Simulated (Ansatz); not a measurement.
Molecule: C₄H₁₀Br₂Si, charge 0, multiplicity 1. SMILES: CC[Si](Br)(Br)CC
Structure (B3LYP-D3(BJ)/def2-TZVP (Ansatz, a program for electronic structure) minimum search):
```
Si
C 1 1.8660
H 2 1.0925 1 107.90
H 2 1.0944 3 106.24 1 -114.44
C 2 1.5334 3 110.85 4 -120.41
H 5 1.0908 2 111.26 3 -61.80
H 5 1.0912 6 107.77 2 -121.80
H 5 1.0918 6 107.65 7 -115.64
C 1 1.8660 2 114.31 3 179.91
H 9 1.0925 1 107.90 2 179.91
H 9 1.0944 10 106.24 1 -114.44
C 9 1.5334 10 110.85 11 -120.41
H 12 1.0908 9 111.26 10 -61.80
H 12 1.0912 13 107.77 9 -121.80
H 12 1.0918 13 107.65 14 -115.64
Br 1 2.2437 2 108.12 3 -58.74
Br 1 2.2437 2 108.82 3 58.95
```

Computed values are from Ansatz. Valence correlation only, unless marked. Open shells are spin-unrestricted. No spin-orbit coupling. Frozen are the shells of the preceding noble gas and the d and f shells that filled before the atom's block. No relativistic terms. CBS marks a two-point X^-3 extrapolation of the correlation energy; Hartree-Fock from the larger set. [CCSD(T)-MP2]/basis is that difference in the basis named.

Q: What is the atomisation energy De at RI-MP2/CBS(def2-TZVPPD,def2-QZVPPD)+[CCSD(T)-MP2]/def2-TZVPPD?

A: 6384.2 kJ/mol.

Q: What is the total energy at RI-MP2/CBS(def2-TZVPPD,def2-QZVPPD)+[CCSD(T)-MP2]/def2-TZVPPD?

A: -5592.8074 Eh.

Q: What is the dipole moment at CCSD(T)/def2-SVPD?

A: 2.60 D.

Q: What is the T1 diagnostic at CCSD/def2-TZVPPD?

A: 0.010.
